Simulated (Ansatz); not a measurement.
`C[Si](C)(O)[SiH3]` + `CNCO` → `CNCOC` + `C[SiH](O)[SiH3]`  (substitution at a C–Si bond)

Calculated with Ansatz (gas phase, PBE0-D4/def2-TZVP geometries, no zero-point term in ΔE). CCSD(T)/CBS adds triple-zeta CCSD(T) − MP2 to the extrapolated MP2 energy (def2 sets, frozen cores). DFT in def2-TZVPP. B3LYP here is the variant with VWN-RPA as its local correlation; programs differ in this. Each species was taken in one conformer, which may not be the lowest.

Question: Is it downhill or uphill in electronic energy at CCSD(T)/CBS, and by how much? (An estimate is asked.)

Answer: Computed: Uphill: ΔE = +87.6 kJ/mol.

Question: What do these levels give: PBE0-D4, B3LYP-D4, PBE, HF/def2-TZVPP, MP2/def2-TZVPP, HF/def2-QZVPP? (Best estimate.)

Answer: Ansatz gave: PBE0-D4 87.8, B3LYP-D4 81.1, PBE 84.9, HF/def2-TZVPP 73.8, MP2/def2-TZVPP 89.4, HF/def2-QZVPP 73.8 kJ/mol.

Largest T1 diagnostic among the species: 0.012.

In def2-TZVPP, CCSD(T) changes the Hartree–Fock value by +10.4 kJ/mol (the triples alone add +0.5 kJ/mol) and MP2 by +15.6 kJ/mol.
